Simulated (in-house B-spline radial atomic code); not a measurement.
Checks on a self-consistent run for neutral nickel, [Ar] 3d7 4s2 8s1. Level of theory: Dirac-Hartree-Fock, average of configuration, Fermi nucleus of rms radius 3.7757 fm; calculated with a B-spline radial code for spherical atoms.

```
orbital    q      ε (Eh)      <1/r>        <r²>  small-component weight
  1s1/2    2  -309.53853    28.0974  0.00393124                0.010186
  2s1/2    2   -39.26350    6.13059   0.0700018               0.0019291
  2p1/2    2   -34.14777    6.05043   0.0556236               0.0018934
  2p3/2    4   -33.49619    5.92744   0.0571517               0.0018643
  3s1/2    2    -5.58980      1.927    0.619972              0.00041979
  3p1/2    2    -3.92637    1.79258    0.689761              0.00037401
  3p3/2    4    -3.83836    1.76543    0.705974               0.0003673
  3d3/2  2.8    -1.26221     1.4474      1.0322              0.00026209
  3d5/2  4.2    -1.25186    1.43988     1.04306              0.00026006
  4s1/2    2    -0.61117     0.5098     7.20438              4.0578e-05
  8s1/2    1    -0.01762  0.0319338     2032.17              5.8134e-07
```

Electron-electron repulsion V_ee = 574.5329 hartree.

Task: What total energy follows from the eigenvalues?

Result: The eigenvalues count the repulsion twice, so E = Σqε - V_ee = -944.302 - 574.533 = -1518.835 hartree; the run printed -1518.835.

Task: Does the Dirac virial theorem hold?

Result: For a point nucleus E = -2c²Σq·w, with w the small-component weight. Here Σq·w = 0.04044 and c = 137.0360, so the ratio E/(-2c²Σq·w) is 1.000007; the finite nucleus accounts for the departure from 1.

Task: What diamagnetic shielding (Lamb formula) and susceptibility (Langevin formula) do the radii give?

Result: σ = (α²/3)Σq<1/r> = 129.919/(3·137.036²) = 2306.1 ppm, and χ = -0.79199×10⁻⁶·Σq<r²> = -1631×10⁻⁶ cm³/mol with Σq<r²> = 2059.8 bohr². Both are non-relativistic formulas without the paramagnetism of open shells.
